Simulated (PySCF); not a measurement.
C9H9: g tensor and hyperfine couplings

C₉H₉ (doublet state).
Geometry (GFN2-xTB, Å), atoms numbered from 1 in this order:
```xyz
18
C9H9 angstrom
C      4.551   -0.330   -0.209
C      3.418    0.043   -0.346
C      2.093    0.503   -0.531
C      1.058    0.036    0.112
C     -0.393    0.188    0.233
C     -0.815    1.347   -0.545
C     -1.092    2.295   -1.223
C     -1.123   -1.085   -0.240
C     -2.617   -1.008    0.041
H      5.536   -0.665   -0.081
H      2.007    1.308   -1.273
H     -0.646    0.369    1.288
H     -1.370    3.127   -1.800
H     -0.952   -1.211   -1.311
H     -0.689   -1.945    0.276
H     -2.804   -0.927    1.111
H     -3.051   -0.139   -0.450
H     -3.118   -1.900   -0.327
```

The hyperfine couplings belong to this conformer and change with its torsions.

The species is `C#C/C=[C]/[C@@H](C#C)CC` [radical].

Theory: PySCF, UKS B3LYP, pcH-1 on C H, non-relativistic, mean-field spin-orbit, GIAO. Geometry: GFN2-xTB, one conformer, isolated molecule. A GFN2-xTB geometry isn't a minimum of the functional, and hyperfine couplings can be far from their values at a DFT geometry. The SCF solution wasn't tested for stability.

| Property | Result |
| --- | --- |
| g1, g2, g3 | 2.00165, 2.00213, 2.00276 |
| g_iso | 2.00218 |
| Form of g | rhombic: the two nearest values differ by 43 % of g3 − g1 |
| ⟨S²⟩ | 0.7618 (exact 0.7500) |
| α and β electrons | 32, 31 |

Isotropic coupling and dipolar principal values T1 to T3, in MHz; ρ(0) is the spin density at the nucleus:

| atom | isotope | a_iso | T1 | T2 | T3 | Mulliken spin population | ρ(0) (bohr⁻³) |
| --- | --- | --- | --- | --- | --- | --- | --- |
| C1 | 13C | -1.1 | -6.6 | 1.3 | 5.3 | -0.05 | -0.0010 |
| C2 | 13C | 69.4 | -3.1 | -0.5 | 3.6 | 0.06 | 0.0618 |
| C3 | 13C | -10.0 | -19.1 | 1.7 | 17.4 | -0.15 | -0.0089 |
| C4 | 13C | 291.1 | -84.7 | -60.1 | 144.8 | 1.02 | 0.2590 |
| C5 | 13C | 25.7 | -4.4 | -3.6 | 7.9 | -0.04 | 0.0229 |
| C6 | 13C | 74.8 | -5.8 | -2.8 | 8.6 | 0.02 | 0.0666 |
| C7 | 13C | 12.1 | -4.5 | -2.4 | 6.9 | 0.04 | 0.0108 |
| C8 | 13C | 11.0 | -1.7 | -1.3 | 3.0 | 0.01 | 0.0098 |
| C9 | 13C | -0.6 | -0.4 | -0.3 | 0.7 | 0.00 | -0.0006 |
| H10 | 1H | 4.4 | -0.7 | -0.5 | 1.2 | 0.00 | 0.0010 |
| H11 | 1H | 160.2 | -5.3 | -1.7 | 6.9 | 0.09 | 0.0358 |
| H12 | 1H | 32.5 | -7.0 | -5.8 | 12.8 | 0.01 | 0.0073 |
| H13 | 1H | -2.5 | -2.6 | -0.6 | 3.1 | 0.00 | -0.0005 |
| H14 | 1H | -1.0 | -3.1 | -2.8 | 6.0 | 0.00 | -0.0002 |
| H15 | 1H | -1.0 | -4.9 | -3.3 | 8.2 | 0.00 | -0.0002 |
| H16 | 1H | 0.3 | -1.2 | -1.1 | 2.2 | 0.00 | 0.0001 |
| H17 | 1H | 0.9 | -1.2 | -0.9 | 2.1 | 0.00 | 0.0002 |
| H18 | 1H | -0.3 | -0.8 | -0.7 | 1.6 | 0.00 | -0.0001 |

Largest spin populations (Mulliken): C4 (+1.02), C3 (-0.15) and H11 (+0.09). No atom but C4 exceeds +0.15. The positive populations add up to 1.25 and the negative ones to -0.25, together 2S = 1.

Axes: g1 points within 8° of the C4–C5 bond and g2 points within 3° of the C3–H11 bond.

Under fast tumbling the dipolar parts average out, and these isotropic splittings remain: 1 × 1H (H11, I = 1/2, 2 lines) with 5.72 mT, 1 × 1H (H12, I = 1/2, 2 lines) with 1.16 mT, 1 × 1H (H10, I = 1/2, 2 lines) with 0.16 mT, 1 × 1H (H13, I = 1/2, 2 lines) with 0.09 mT, 1 × 1H (H14, I = 1/2, 2 lines) with 0.04 mT and 1 × 1H (H15, I = 1/2, 2 lines) with 0.03 mT.

The 13C coupling of C4 (291.1 MHz) shows only in satellite lines or after enrichment, since that isotope makes up about 1.07 % of natural carbon.

On one thread of an Arm Neoverse V2, on a shared host, this took 1.9 min (with the writing of density and orbital grids) and 1.1 GiB of memory at its peak.
